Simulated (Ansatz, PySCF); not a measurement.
Species: CH7FNSi2, charge -1, multiplicity 1. It need not be the lowest isomer of its formula. Whether it binds its extra electron was not tested at this geometry. 
Coordinates optimised at B3LYP-D3(BJ)/def2-TZVP (Ansatz, a program for electronic structure):
```
N
H 1 1.0159
Si 1 1.6959 2 116.69
H 3 1.4943 1 115.23 2 -121.96
H 3 1.4946 4 104.45 1 128.45
H 3 1.5006 4 105.30 5 110.94
Si 1 1.8208 2 118.72 3 173.14
F 7 1.7009 1 99.65 2 -56.53
C 7 1.9493 8 95.43 1 -97.61
H 9 1.0956 7 111.52 8 -69.01
H 9 1.0957 10 107.83 7 121.35
H 9 1.1002 10 107.74 11 116.64
```
Charge -1, spin multiplicity 1.

Total electronic energies in hartree. Valence correlation only, unless marked. Spin-orbit coupling is left out. Non-relativistic. CBS(X,Y): correlation extrapolated as X^-3; Hartree-Fock from the larger set. The bracket is a focal-point correction in the basis named.

```csv
level,program,energy (Eh)
HF/STO-3G,Ansatz,-764.35092
HF/def2-TZVPD,PySCF,-773.90647
PBE-D3(BJ)/def2-TZVPD,Ansatz + dftd3,-775.61535
revPBE-D4/def2-TZVPD,Ansatz + dftd4,-775.97294
B3LYP-D4/def2-TZVPD,Ansatz + dftd4,-776.20143
PBE0/STO-3G,Ansatz,___
PBE0-D3(BJ)/def2-TZVPD,Ansatz + dftd3,-775.68050
PBE0-D4/def2-TZVPD,Ansatz + dftd4,-775.68146
BHLYP/def2-TZVPD,Ansatz,-776.03428
r2SCANh/def2-TZVPD,Ansatz,-775.96481
r2SCAN0/def2-TZVPD,Ansatz,-775.94604
HSE06/def2-TZVPD,Ansatz,-775.64867
CAM-B3LYP-D3(BJ)/def2-TZVPD,Ansatz + dftd3,-776.08493
PBE-QIDH/def2-TZVPD,Ansatz,___
MP2/6-31G,Ansatz,-774.03764
MP2/6-31G*,Ansatz,-774.37894
MP2/cc-pwCVTZ,Ansatz,-774.82505
RI-MP2/cc-pV(Q+d)Z,Ansatz,-774.90411
SCS-MP2/cc-pV(T+d)Z,Ansatz,-774.80945
CCSD/6-31G,Ansatz,-774.08068
CCSD(T)/6-31G,Ansatz,-774.08999
CCSD(T)/aug-cc-pV(D+d)Z,Ansatz,-774.67949
"RI-MP2/CBS(aug-cc-pV(T+d)Z,aug-cc-pV(Q+d)Z)+[CCSD(T)-MP2]/aug-cc-pV(D+d)Z",Ansatz,-775.0437
```

### Question
What belongs in the gaps?

### Answer

- PBE0/STO-3G, energy (Eh): -766.00844
- PBE-QIDH/def2-TZVPD, energy (Eh): -775.47373
